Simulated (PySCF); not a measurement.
C2H7NSi2.
Geometry (PBE0-D3(BJ)/def2-SVP, Å), atoms numbered from 1 in this order:
```
atom  x, y, z in Å
N1    -1.355    2.496   -0.180
C2    -1.441    1.351   -0.025
C3    -1.490   -0.087    0.136
Si4   -0.140   -0.970   -0.901
Si5    1.980   -0.165   -0.306
H6    -2.481   -0.464   -0.164
H7    -1.349   -0.343    1.199
H8    -0.268   -2.433   -0.617
H9    -0.424   -0.728   -2.347
H10    3.026   -0.850   -1.123
H11    2.048    1.308   -0.536
H12    2.226   -0.452    1.142
```

Method used: core-valence-separated Tamm–Dancoff BHandHLYP/aug-pcX-1 (pcseg-1 on H, def2-SVPD on Si) in PySCF, non-relativistic, gas phase, PBE0-D3(BJ)/def2-SVP geometry. BHandHLYP without relativity tends to put these K edges a few eV too low, so spacings mean more than positions.

The lowest roots of each edge with f over 0.003 (five at most, numbered afresh; weaker and dark ones are left out), with transition dipoles (au) in the frame of the coordinates:

```
root  edge  E (eV)       f       μx       μy       μz
   1     C  284.13  0.0631  -0.0649  -0.0053  -0.0695
   2     C  284.23  0.0643   0.0701  -0.0100  -0.0649
   3     C  286.39  0.0200  -0.0218  -0.0026  -0.0486
   4     C  286.55  0.0229  -0.0514   0.0013   0.0248
   5     C  287.33  0.0136  -0.0357   0.0178   0.0184
   6     N  397.25  0.0634  -0.0540  -0.0042  -0.0599
   7     N  397.44  0.0615  -0.0588   0.0100   0.0525
```

Problem. Molecules are fixed in this frame and the field points along (1, 0, −1)/√2. What effective strengths 3 f cos²θ do the roots have (θ between field and μ)?

Solution. root 1 (C2): 0.000, root 2 (C2): 0.190, root 3 (C3): 0.008, root 4 (C3): 0.061, root 5 (C3): 0.031, root 6 (N1): 0.001, root 7 (N1): 0.181. Averaged over all orientations cos²θ is 1/3, which gives f back.

One conformer stands for the species.
